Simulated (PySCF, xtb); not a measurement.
Al(Me)(OH)(SMe) (C₂H₇AlOS), SMILES C[S][Al]([CH3])[OH].

xtb with GFN2-xTB at its own geometry gives an orbital gap of 3.50 eV and a dipole moment of 3.25 D.

The structure is a stationary point at TPSSh-D3(BJ)/def2-SVP. The values are those of a single conformer.

Question: What does HF/def2-TZVP run with PySCF give? (Estimate from the structure and the level; the computed values follow.)

Answer: gap 11.99 eV (levels -9.51 and 2.48 eV), dipole 2.26 D.
